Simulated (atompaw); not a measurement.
## Reading a pseudo-wave (chlorine (Cl))

Columns: radius, all-electron u(r) and pseudo u(r) of the 3p shell (level -8.70 eV) of chlorine in the configuration [Ne] 3s2 3p5; LDA (PW92), scalar-relativistic, PAW (atompaw) scheme, atompaw 4.2.0.5.

```
r (bohr)  all-electron  pseudo
   0.050       -0.0738  0.0032
   0.100       -0.1960  0.0129
   0.150       -0.2952  0.0287
   0.200       -0.3511  0.0502
   0.250       -0.3639  0.0772
   0.300       -0.3406  0.1088
   0.350       -0.2902  0.1444
   0.400       -0.2210  0.1834
   0.450       -0.1400  0.2249
   0.500       -0.0527  0.2681
   0.550        0.0367  0.3122
   0.600        0.1250  0.3566
   0.650        0.2099  0.4005
   0.700        0.2899  0.4434
   0.750        0.3640  0.4848
   0.800        0.4315  0.5241
   0.850        0.4923  0.5612
   0.900        0.5462  0.5956
   0.950        0.5934  0.6273
   1.000        0.6341  0.6561
   1.050        0.6688  0.6818
   1.100        0.6976  0.7045
   1.150        0.7210  0.7241
   1.200        0.7395  0.7405
   1.250        0.7535  0.7537
   1.300        0.7634  0.7634
```

**Question.** How many radial nodes do the two functions have?

**Answer.** The all-electron 3p function has n − l − 1 = 1; the pseudo-wave has 0, since the states of the same l below it are removed with the core.

**Question.** Is the pseudo-wave norm-conserving?

**Answer.** No, it belongs to a PAW set: the norm inside the radius is not constrained, and the difference is carried by the augmentation charge.
